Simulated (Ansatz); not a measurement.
This geometry of AlClFHO + H3P (9 atoms, charge 0, multiplicity 1) is a first-order saddle point.

All numbers below come from Ansatz 0.2.0, RKS r2SCAN/def2-SVP.

```xyz
9
Properties=species:S:1:pos:R:3
Al 0.327 0.381 0.174
O -0.167 -0.142 1.839
H -1.059 -0.442 2.071
Cl 2.088 -0.478 -0.583
F -0.993 0.509 -0.839
P 0.685 2.626 1.355
H 1.970 2.363 0.798
H 0.014 2.901 0.126
H 0.078 1.134 1.931
```

(1) Which two structures does it join? (They come from a converged band through this point; their orientation in space is the band's.)

(2) How far does it lie above each of them?

Results:

(1) Bonds broken: P6–H9. Bonds formed: Al1–P6, O2–H9. AlClFHO + H3P becomes AlClFH4OP.

Image 0:

```xyz
9
Properties=species:S:1:pos:R:3
Al 0.174 0.049 0.269
O -0.258 -0.647 1.752
H -1.137 -0.615 2.142
Cl 2.067 -0.382 -0.507
F -0.979 0.678 -0.759
P 0.799 2.953 1.262
H 1.936 2.340 0.654
H -0.045 2.729 0.130
H 0.385 1.747 1.928
```

Image 10:

```xyz
9
Properties=species:S:1:pos:R:3
Al 0.425 0.592 0.228
O -0.184 -0.215 1.939
H -1.093 -0.528 1.787
Cl 1.985 -0.681 -0.427
F -1.090 0.302 -0.451
P 0.878 2.767 0.954
H 2.122 2.861 0.260
H 0.112 3.348 -0.104
H -0.212 0.406 2.686
```

(2) 14.9 kcal/mol above the first and 19.7 kcal/mol above the second. This is the barrier of this one path; another mechanism may lie lower. The orbitals stay closed-shell, which can raise the energy where a bond breaks towards radicals; this wasn't checked here.

The run took 4.1 min on 4 threads of Arm Neoverse V2, with other jobs on the host, peak memory 0.18 GiB.
